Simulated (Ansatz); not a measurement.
Coupled-cluster run, C4H9CuO, SMILES `CC(C)(C)[O][Cu]`.

```yaml
crystal:
  periodic: [false, false, false]
  atoms:
    - {symbol: C, position_ang: [-0.479295, -0.597002, 1.207171]}
    - {symbol: C, position_ang: [0.123129, 0.195742, 0.050099]}
    - {symbol: C, position_ang: [1.452909, -0.434920, -0.367193]}
    - {symbol: C, position_ang: [-0.839093, 0.194011, -1.134930]}
    - {symbol: O, position_ang: [0.424519, 1.502917, 0.445266]}
    - {symbol: Cu, position_ang: [-0.898780, 2.580619, 1.012134]}
    - {symbol: H, position_ang: [0.193122, -0.567821, 2.067299]}
    - {symbol: H, position_ang: [-0.664797, -1.641843, 0.941528]}
    - {symbol: H, position_ang: [-1.434934, -0.148811, 1.505704]}
    - {symbol: H, position_ang: [1.893607, 0.139705, -1.184089]}
    - {symbol: H, position_ang: [1.318652, -1.468926, -0.695697]}
    - {symbol: H, position_ang: [2.148424, -0.420192, 0.474094]}
    - {symbol: H, position_ang: [-0.424199, 0.789398, -1.951134]}
    - {symbol: H, position_ang: [-1.040426, -0.815952, -1.503859]}
    - {symbol: H, position_ang: [-1.794840, 0.642375, -0.836994]}
basis:
  gaussian: {orbitals: def2-SVP}
correlation: {method: ccsd_t, frozen_orbitals: {C: 1, Cu: 9, H: 0, O: 1}}
```

```sh
$ ansatz run in.yaml --threads 2 --pin off --events-out ev --progress --plain --max-ram 22528MiB --backend cuda --devices 0, --max-vram 18GiB
```

The program prints (abridged):

```
Functional definition: HF
1522 factors; integrals over basis functions are off by at most 1.4e-3 eV
mean field evaluation 1: about -50879.9826 eV, gradient 6.1e1 eV
mean field evaluation 2: about -50880.2072 eV, gradient 6.1e1 eV
mean field evaluation 4: about -50887.4560 eV, gradient 6.9e0 eV
mean field evaluation 8: about -50887.6231 eV, gradient 7.8e-1 eV
mean field evaluation 16: about -50887.6272 eV, gradient 1.2e-5 eV
mean field -50887.62718539 eV, -1870.0858061904 hartree, gradient 2.1e-6 eV, S^2 0.000000; 0 other end points of the search recorded, 0 dependent functions left out
14 core orbitals not correlated: weight in the atoms' cores, before any rotation towards them, 1.000 or more for the frozen orbitals, at most 0.000 for the correlated occupied ones
reference -50887.62718539 eV, -1870.0858061904 hartree; 21, 21 occupied and 111, 111 virtual orbitals, 1522 factors
second order -29.31670534 eV of doubles, -0.00000000 eV of singles
cycle   1  -28.66057760 eV  change    6.6e-1 eV  update   1.7e-1
cycle   2  -29.59428060 eV  change   -9.3e-1 eV  update   7.1e-2
cycle   3  -29.83425942 eV  change   -2.4e-1 eV  update   4.3e-2
cycle   4  -29.86503387 eV  change   -3.1e-2 eV  update   2.6e-2
cycle   5  -29.84719951 eV  change    1.8e-2 eV  update   2.2e-2
cycle   6  -29.85892807 eV  change   -1.2e-2 eV  update   1.3e-2
cycle   7  -29.86165753 eV  change   -2.7e-3 eV  update   6.1e-3
cycle   8  -29.86272625 eV  change   -1.1e-3 eV  update   2.9e-3
cycle   9  -29.86450542 eV  change   -1.8e-3 eV  update   1.4e-3
cycle  10  -29.86615031 eV  change   -1.6e-3 eV  update   6.1e-4
cycle  11  -29.86537177 eV  change    7.8e-4 eV  update   3.2e-4
cycle  12  -29.86531542 eV  change    5.6e-5 eV  update   1.8e-4
cycle  13  -29.86549096 eV  change   -1.8e-4 eV  update   1.1e-4
cycle  14  -29.86536589 eV  change    1.3e-4 eV  update   8.1e-5
cycle  15  -29.86546866 eV  change   -1.0e-4 eV  update   5.9e-5
cycle  16  -29.86552658 eV  change   -5.8e-5 eV  update   3.2e-5
cycle  17  -29.86550517 eV  change    2.1e-5 eV  update   1.8e-5
perturbative correction -1.01068750 eV, -0.0371420804 hartree
Total energy: -50918.50337806 eV, -1871.2204853423 hartree
```

Hardware: 2 threads of an AMD EPYC 7R13 on a shared host and a share of an NVIDIA H100 80 GB. Wall time 3.2 s, peak host memory 0.83 GiB.

The correlation energy is -30.876 eV, 3.3 % of it from (T); the T1 diagnostic reads 0.0316.
